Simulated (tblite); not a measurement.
**Question.** What does the GFN2-xTB structure of InChI=1S/CH8N2OSi2/c1-4-6-2-5-3-6/h2-3,6H,5H2,1H3 look like in three dimensions?

**Answer.** 
```
atom  x, y, z in Å
C1     2.3241   -0.0053    0.0166
O2     1.5625    0.2916    1.1525
Si3   -0.0463    0.2774    1.3008
N4    -0.8954   -1.1163    0.6873
Si5   -2.0003   -0.2373   -0.3282
N6    -1.0129    1.1216    0.1212
H7     1.7984   -0.6945   -0.6454
H8     2.5436    0.9141   -0.5313
H9     3.2608   -0.4590    0.3464
H10   -0.1797    0.6332    2.6979
H11   -0.9439   -2.0529    1.0417
H12   -1.8956   -0.5945   -1.7409
H13   -3.3717   -0.1820    0.1727
H14   -1.1443    2.1033   -0.0334
```

Orientation and origin are arbitrary. Atoms count from 1 in this order. N4 (nitrogen bridging silicon atoms) is almost planar (angles 130.4°, 130.2° and 96.4°, sum 357.0°, 0.13 Å off the plane of its three neighbours). Si5 (SiH2 silicon) has angles from 83.3° to 114.5°. The 4-membered ring Si3–N4–Si5–N6 has internal angles of 83.0° to 96.4°; it is slightly puckered (a soft mode that the optimisation may not have finished), 0.05 Å rms from its mean plane, widest ring torsion 7°. Si3 (oxygen-bound silicon) has angles from 83.0° to 119.4°.

Bonds between heavy atoms (Å): C1–O2 1.399, O2–Si3 1.616, Si3–N4 1.744, N4–Si5 1.739, Si5–N6 1.739, Si3–N6 1.743.

Computed geometry: GFN2-xTB, gas phase.

Its GFN2-xTB frequencies are all real (lowest 20 cm⁻¹). The numbers are those of one conformer (C1–O2–Si3–N4 48°, O2–Si3–N4–Si5 -126°, Si3–N4–Si5–N6 7°, N4–Si5–N6–Si3 -7°, O2–Si3–N6–Si5 125°).
